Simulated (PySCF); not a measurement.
C₂H₈B₂FN.
Numbering: `[CH3:1][C@@H:2]([BH:3][NH2:4])[BH:5][F:6]` (hydrogens: H7, H8, H9 on C1; H10 on C2; H11 on B3; H12, H13 on N4; H14 on B5)

Torsions of this conformer, `[CH3:1][C@@H:2]([BH:3][NH2:4])[BH:5][F:6]`: C1–C2–B3–N4 176°, C1–C2–B5–F6 157°, H–N4–B3–C2 -1°, H–N4–B3–C2 179°.

The closed-shell ground state was solved at several levels (PySCF, density fitting, gas phase, non-relativistic). The structure is a single PBE0-D3(BJ)/def2-SVP conformer in the gas phase; no vibrational or solvent corrections.

| level | basis functions | total energy (Eh) | HOMO (eV) | LUMO (eV) | gap (eV) | dipole (D) |
| --- | --- | --- | --- | --- | --- | --- |
| KT2/pcSseg-1 | 142 | -289.9427 | -6.65 | -1.56 | 5.09 | 1.44 |
| PBE0/def2-SVP | 124 | -284.8858 | -7.82 | -0.40 | 7.42 | 1.48 |
| B97-D/pcSseg-1 | 142 | -285.2106 | -6.58 | -1.35 | 5.23 | 1.44 |
| PBE/pcSseg-1 | 142 | -285.0359 | -6.56 | -1.53 | 5.03 | 1.52 |
| PBE0/pcSseg-1 | 142 | -285.0668 | -7.95 | -0.57 | 7.38 | 1.36 |
| PBE0/6-31G* | 100 | -285.0822 | -7.63 | -0.12 | 7.51 | 1.51 |

Q: Estimate the row for KT3/pcSseg-1, a basis of 142 functions; the other rows only guide the guess.

A: Total energy -289.6036 Eh, HOMO -6.69 eV, LUMO -1.46 eV, gap 5.23 eV, dipole 1.43 D.

Q: Over all these levels, which gives the widest orbital gap and which the narrowest?

A: PBE0/6-31G* (global hybrid, 25 % exact exchange) has the widest, 7.51 eV, and PBE/pcSseg-1 (GGA) the narrowest, 5.03 eV. Functional and basis both differ between the two, so the spread mixes both effects.

Q: How much does the basis alone move the frontier levels among the 3 PBE0 rows?

A: The HOMO by 0.32 eV and the LUMO by 0.45 eV. By rising basis size (HOMO, LUMO in eV): 6-31G* -7.63, -0.12; def2-SVP -7.82, -0.40; pcSseg-1 -7.95, -0.57.

Q: How far do the dipole and the HOMO energy spread over the levels?

A: The dipole runs from 1.36 to 1.52 D (mean 1.45 D) and the HOMO from -7.95 to -6.56 eV.

Note: B97-D ran without an empirical dispersion term, which enters the total energy and its gradient alone.
